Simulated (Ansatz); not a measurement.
`CC([SiH3])[TeH]` + `B1CS1` → `[TeH]B1CS1` + `CC[SiH3]`  (formal exchange of groups at a Te–C bond)

Calculated with Ansatz (gas phase, PBE0-D4/def2-TZVP geometries, no zero-point term in ΔE). CCSD(T)/CBS adds triple-zeta CCSD(T) − MP2 to the extrapolated MP2 energy (def2 sets, frozen cores). This one scheme is used for every species. DFT in def2-TZVPP. B3LYP here is the variant with VWN-RPA as its local correlation; programs differ in this. def2 core potentials past Kr. For Te outer-core shells are correlated without core-valence functions, which leaves a few kJ/mol of doubt a bond.

```csv
level,ΔE (kJ/mol)
B3LYP,-97.5
MP2/def2-QZVPP,-90.1
```

(1) What does CCSD(T)/CBS give? (An estimate is asked.)

Largest T1 diagnostic among the species: 0.016.

Answers

(1) Ansatz gave: -87.3 kJ/mol. The listed levels differ from it by -10.2, -2.8 kJ/mol.

The D4 term adds +6.3 kJ/mol with B3LYP and +3.2 kJ/mol with PBE0; it sums over pairs of atoms, weighted by their polarisabilities, and B3LYP, whose exchange is more repulsive, gets the larger term. In def2-TZVPP, CCSD(T) changes the Hartree–Fock value by +5.0 kJ/mol (the triples alone add +0.8 kJ/mol) and MP2 by +3.4 kJ/mol.
